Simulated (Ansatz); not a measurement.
Stepwise reaction of `[NH2][Ta]([F])([F])=[S]` with ammonia, as a gas-phase model of exchange steps in deposition or etching. ΔE in kJ/mol; ΔG adds harmonic PBE0-D4 terms to CCSD(T)/CBS, at 1 bar.

Program: Ansatz. Geometries: PBE0-D4/def2-TZVP. ΔE: electronic, gas phase. CCSD(T)/CBS adds triple-zeta CCSD(T) − MP2 to the extrapolated MP2 energy (def2 sets, frozen cores). This one scheme is used for every species. Functionals use def2-TZVPP. B3LYP here is the variant with VWN-RPA as its local correlation; programs differ in this. Elements past krypton have def2 core potentials. For Ta outer-core shells are correlated without core-valence functions, which leaves a few kJ/mol of doubt a bond. One conformer a species, not always the lowest.

```
step                                                             reaction  PBE-D4  B3LYP-D4  ωB97M-V  CCSD(T)/CBS  ΔG(400 K)
   1  `[NH2][Ta]([F])([F])=[S]` + NH₃ → `[NH2][Ta]([NH2])([F])=[S]` + H–F    83.7      84.1     84.6         72.6       69.1
```

(1) Give the row of step 2, `[NH2][Ta]([NH2])([F])=[S]` + NH₃ → `[NH2][Ta]([NH2])([NH2])=[S]` + H–F. (Best estimate.)

(2) By hand: ΔE of the 2 steps together at CCSD(T)/CBS.

Answers

(1) The calculation gave: 
| step | reaction | PBE-D4 | B3LYP-D4 | ωB97M-V | CCSD(T)/CBS | ΔG(400 K) |
| --- | --- | --- | --- | --- | --- | --- |
| 2 | `[NH2][Ta]([NH2])([F])=[S]` + NH₃ → `[NH2][Ta]([NH2])([NH2])=[S]` + H–F | 94.8 | 96.5 | 95.3 | 83.4 | 85.8 |

(2) (72.6) + (83.4) = 156.0 kJ/mol, or 78.0 kJ/mol a step.

In ΔE each step is higher than the one before. All are uphill at CCSD(T)/CBS. ΔG lies between 69.1 and 85.8 kJ/mol a step. PBE-D4 differs from CCSD(T)/CBS by 11.1 to 11.4 kJ/mol a step. Only this route is followed, and other bonds may react first. Isolated molecules leave out the surface, adducts and barriers. Largest T1 diagnostic: 0.020.
